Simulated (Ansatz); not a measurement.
Cost and result for the atomization energy of `N[Si]1(O)[NH][GaH][S]1` (11 atoms, 11 bonds).

Cartesian coordinates in Å:
```
N -1.836 -0.447 0.072
Si -0.162 -0.247 0.334
O 0.305 -1.514 1.267
N 0.952 -0.091 -0.963
Ga 1.574 1.591 -0.562
S 0.154 1.735 1.132
H -2.212 -1.343 -0.196
H -2.385 0.314 -0.292
H -0.287 -1.727 1.991
H 1.262 -0.799 -1.607
H 2.635 2.528 -1.177
```

The species carries charge 0 and has multiplicity 1. Correlated methods include outer-core shells of Ga, which these sets cover unevenly. Scalar relativity is left out up to krypton. Geometry: relaxed with PBE0-D4/def2-TZVP. It is one conformer, not always the lowest. Program: Ansatz. All runs use 2 threads of an AMD EPYC 7R13 on a shared host and a share of an NVIDIA H100 80 GB. Times are those of one run each, without the atoms' runs, and a repeat can differ threefold. Electronic energies, without spin–orbit coupling; frozen cores. CCSD(T)/CBS adds CCSD(T) − MP2 in def2-TZVPP to the MP2 limit, and its time is that of the two runs behind it. T1 = 0.013. With those shells the extrapolation isn't a true limit. HSE06 is the plane-wave form, built on full-range PBE exchange.

CCSD(T)/CBS is a level of theory with its own doubt, some kJ/mol a heavy atom from the limit and from the frozen cores, so smaller differences don't rank the functionals.

| level | functions | wall time |
| --- | --- | --- |
| LDA (SPW92)/def2-TZVPP | 295 | 9 s |
| revPBE-D4/def2-TZVPP | 295 | 11 s |
| PBE-D4/def2-TZVPP (with forces) | 295 | 13 s |
| B97M-V/def2-TZVPP | 295 | 13 s |
| CAM-B3LYP-D4/def2-TZVPP | 295 | 13 s |
| BLYP-D4/def2-TZVPP | 295 | 13 s |
| PBE-QIDH/def2-TZVPP | 295 | 13 s |
| ωB97X-V/def2-TZVPP | 295 | 14 s |
| CCSD(T)/def2-SVP | 135 | 15 s |
| HSE06-D4/def2-TZVPP | 295 | 16 s |
| CCSD(T)/def2-TZVPP | 295 | 16 s |
| MP2/def2-QZVPP | 550 | 17 s |
| CCSD(T)/CBS(def2) | – | 33 s |

Problem. What atomization energy does each give, and how far from CCSD(T)/CBS? (Best estimate.)

Solution. The calculation gave: 
```csv
level,atomization (kJ/mol),difference from CCSD(T)/CBS,per bond
LDA (SPW92)/def2-TZVPP,4571.0,603.5,54.9
revPBE-D4/def2-TZVPP,3898.4,-69.1,-6.3
PBE-D4/def2-TZVPP (with forces),4013.8,46.3,4.2
B97M-V/def2-TZVPP,3964.9,-2.6,-0.2
CAM-B3LYP-D4/def2-TZVPP,3948.8,-18.7,-1.7
BLYP-D4/def2-TZVPP,3921.5,-46.0,-4.2
PBE-QIDH/def2-TZVPP,3911.1,-56.4,-5.1
ωB97X-V/def2-TZVPP,3979.3,11.8,1.1
CCSD(T)/def2-SVP,3565.7,-401.8,-36.5
HSE06-D4/def2-TZVPP,3930.8,-36.7,-3.3
CCSD(T)/def2-TZVPP,3826.1,-141.4,-12.9
MP2/def2-QZVPP,4016.5,49.0,4.5
CCSD(T)/CBS(def2),3967.5,0.0,0.0
```

From PBE to PBE0 (25 % exact exchange), in def2-TZVPP and without D4, the atomization energy moves by −80.7 kJ/mol: exact exchange takes away binding that semilocal exchange gives to molecules. In def2-TZVPP, CCSD(T) changes the Hartree–Fock value by +1181.1 kJ/mol (the triples alone add +79.5 kJ/mol) and MP2 by +1287.0 kJ/mol; breaking electron pairs costs correlation energy, which Hartree–Fock lacks. The D4 term adds +59.4 kJ/mol with B3LYP and +31.1 kJ/mol with PBE0; it sums over pairs of atoms, weighted by their polarisabilities, and B3LYP, whose exchange is more repulsive, gets the larger term.

B3LYP here is the variant with VWN-RPA as its local correlation; programs differ in this.
